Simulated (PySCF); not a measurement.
An unknown shows these calculated signals:

$^{1}$H NMR (400 MHz, computed): δ 5.88 (m, 1H), 5.66 (m, 1H).

$^{13}$C{$^{1}$H} NMR (computed): δ 152.2 (C), 129.7 (C), 127.9 (C), 106.2 (CH2).

PySCF 2.14.0 with density-fitted response routines calculation with GFN2-xTB structure and NMR shieldings at PBE0/pcSseg-1/GIAO; in vacuum, a single conformation, relativity neglected, fast rotation and ring inversion assumed for equivalent nuclei.

Referencing at the same level of theory: TMS for $^{1}$H (σref 31.72), $^{13}$C (σref 186.93).

Which of these does the molecule contain: a carboxylic acid, a ketone, a CF3 group, a non-aromatic C=C double bond, a vinyl group CH=CH2?

Results:


- A carboxylic acid: no.
- A ketone: no.
- A CF3 group: yes (δC 129.7).
- A non-aromatic C=C double bond: yes.
- A vinyl group CH=CH2: no.

The data belong to `C=C(OC(F)(F)F)C(F)(F)F`, C4H2F6O; they needn't prove each group on their own.

Carbon signals by region: 4 in the sp2 and nitrile region (100–160 ppm).

Splittings by $^{19}$F in the carbon and heteronuclear signals aren't shown, as no couplings were computed. Shifts are as computed. Against solution values, carbons near 30 ppm lie about +3 ppm off and those near 130 ppm about +5 ppm. Of 1211 compounds with measured shifts, 218 miss one by over three times the rms of a fit or turn the order of signals round; such compounds aren't used in these exercises. No couplings were computed; multiplicities are counted from neighbouring protons, with m where these are inequivalent, close in shift, in a saturated or five-membered ring or joined by F or P, and br s for small geminal =CH2 splittings.
